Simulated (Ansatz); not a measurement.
Geometry optimisation, RKS LDA/6-31G* (Ansatz 0.2.0).

Input:

```yaml
crystal:
  periodic: [false, false, false]
  atoms:
    - { symbol: B, position_ang: [0.02134, -0.449334, -0.413173] }
    - { symbol: Cl, position_ang: [-0.157663, 0.052903, 2.60308] }
    - { symbol: F, position_ang: [1.12314, 0.265307, -0.411961] }
    - { symbol: F, position_ang: [-1.109314, 0.074129, -0.858197] }
    - { symbol: O, position_ang: [0.09672, -1.761238, 0.017732] }
    - { symbol: H, position_ang: [-0.776935, -2.199031, -0.036378] }
    - { symbol: H, position_ang: [0.452212, -1.012336, 2.059597] }
basis:
  gaussian: { orbitals: "6-31G*" }
hamiltonian:
  xc: lda
relax:
  f_tol: 0.03
  max_steps: 50
```

Run as:

```bash
$ ansatz run input.yaml --threads 1 --pin off --max-ram 2048MiB --backend cpu --events-out ev --progress --plain --runs-dir out
```

Where does it end, and by what steps?

The run converged. The force dipped under the threshold on the way, but the program's further checks kept it going. After 26 steps the energy has fallen by 0.163 eV; F4 moved furthest, 1.36 Å.

```csv
step,energy less start (eV),largest force component (eV/Å),accepted
0,0.0000,0.907,yes
1,-0.0531,0.628,yes
2,-0.0738,0.544,yes
3,-0.0847,0.817,yes
4,-0.1192,0.309,yes
5,-0.1272,0.398,yes
6,-0.1350,0.449,yes
7,-0.1436,0.260,yes
8,-0.1485,0.191,yes
9,-0.1525,0.219,yes
10,-0.1554,0.155,yes
11,-0.1567,0.225,yes
12,-0.1605,0.069,yes
13,-0.1610,0.056,yes
14,-0.1615,0.046,yes
15,-0.1618,0.080,yes
16,-0.1620,0.088,yes
17,-0.1622,0.112,yes
18,-0.1624,0.063,yes
19,-0.1626,0.022,yes
20,-0.1624,0.076,no
21,-0.1627,0.028,yes
22,-0.1628,0.042,yes
23,-0.1628,0.032,yes
24,-0.1629,0.012,yes
25,-0.1628,0.046,no
26,-0.1629,0.012,yes
```

```xyz
7
Properties=species:S:1:pos:R:3
B -0.014 -0.377 -0.694
Cl 0.476 -0.804 3.355
F 0.833 0.618 -0.596
F -0.562 -0.674 -1.858
O -0.313 -1.096 0.422
H -0.953 -1.819 0.268
H 0.183 -0.876 2.062
```

Whether the end is a true minimum wasn't checked by a vibrational analysis.

The run took 45 s on 1 thread of Arm Neoverse V1 (shared host), peak memory 0.14 GiB.
